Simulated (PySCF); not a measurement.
Structure with atom numbers: `[CH2:1]=[CH:2][C@@H:3]([Cl:4])[C@@:5]([CH3:6])([F:7])[CH:8]=[O:9]`; H(Xn) means a hydrogen on atom n. Ha(C1) is cis to C3; Hb(C1) is trans to C3.

All values are calculated (PySCF 2.14.0 with density-fitted response routines): PBE0/pcSseg-1 with gauge-including orbitals, geometry: GFN2-xTB. No relativistic terms, no solvent, averaged over atoms made equivalent by symmetry, fast rotation or ring inversion, single conformer.

**Question.** List the cross peaks expected in HSQC, COSY and HMBC spectra.

**Answer.** 

HSQC (one-bond C–H):
| δH | δC |
| --- | --- |
| 10.19 (H(C8)) | 214.3 (C8) |
| 6.31 (H(C2)) | 142.8 (C2) |
| 5.56 (Hb(C1)) | 127.8 (C1) |
| 5.48 (Ha(C1)) | 127.8 (C1) |
| 4.38 (H(C3)) | 74.2 (C3) |
| 1.65 (H(C6)) | 23.5 (C6) |

COSY cross peaks (H two or three bonds apart, from the bond graph; peaks can be absent where the dihedral angle is near 90°):
| δH | δH |
| --- | --- |
| 6.31 (H(C2)) | 5.56 (Hb(C1)) |
| 6.31 (H(C2)) | 5.48 (Ha(C1)) |
| 6.31 (H(C2)) | 4.38 (H(C3)) |
| 5.56 (Hb(C1)) | 5.48 (Ha(C1)) |

HMBC (two and three bonds, from the bond graph):
| δH | δC |
| --- | --- |
| 10.19 (H(C8)) | 103.7 (C5), 74.2 (C3), 23.5 (C6) |
| 6.31 (H(C2)) | 127.8 (C1), 103.7 (C5), 74.2 (C3) |
| 5.56 (Hb(C1)) | 142.8 (C2), 74.2 (C3) |
| 5.48 (Ha(C1)) | 142.8 (C2), 74.2 (C3) |
| 4.38 (H(C3)) | 214.3 (C8), 142.8 (C2), 127.8 (C1), 103.7 (C5), 23.5 (C6) |
| 1.65 (H(C6)) | 214.3 (C8), 103.7 (C5), 74.2 (C3) |

Chemical shifts δ = σref − σ; ¹H (31.72 ppm) and ¹³C (186.93 ppm) against TMS, all at this level.

Short H···H contacts in this conformer between protons four or more bonds apart (candidates for NOE cross peaks, intensity ∝ r⁻⁶): Ha(C1)···H(C3) 2.41 Å, H(C3)···H(C6) 2.63 Å.

Carbons that carry Cl, above all several Cl atoms, come out too deshielded, partly because spin–orbit coupling is missing. Shifts are as computed. Against solution values, carbons near 30 ppm lie about +3 ppm off and those near 130 ppm about +5 ppm; carbons on Cl a further +6 ppm. Of 1211 compounds with measured shifts, 218 miss one by over three times the rms of a fit or turn the order of signals round; such compounds aren't used in these exercises.
